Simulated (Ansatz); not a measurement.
The cluster Si₄Ge⁻. Total charge -1; doublet. Geometry B3LYP-D4/def2-SVPD, basis def2-TZVPD, Ansatz.

Cartesian coordinates in Å:
```
Si -0.998 -1.047 0.732
Si -0.608 1.241 -0.847
Si 1.604 -0.154 0.173
Si -0.033 0.984 1.417
Ge 0.035 -1.024 -1.475
```

```
run  HOMO (eV)  LUMO (eV)
  A      -1.63       0.68
  B      -3.10       3.37
  C      -1.01       0.18
  D      -0.71       0.05
  E      -1.34       0.49
  F      -1.78       0.79
```

B3LYP takes the VWN-RPA correlation. The structure comes from a short search, and lower isomers may exist.

HOMO and LUMO are taken over both spins.

Q: The runs used B3LYP, HF, PBE, PBE0, r2SCAN, r2SCAN0. Estimate which is which.

A: A PBE0 (25 % exact exchange); B HF (100 % exact exchange); C r2SCAN (0 % exact exchange); D PBE (0 % exact exchange); E B3LYP (20 % exact exchange); F r2SCAN0 (25 % exact exchange). Exact exchange lowers occupied and raises empty levels; among semilocal functionals meta-GGAs tend to open the gap a little, and such runs are hard to tell apart. The gap grows from 0.77 eV (PBE) to 6.47 eV (HF).
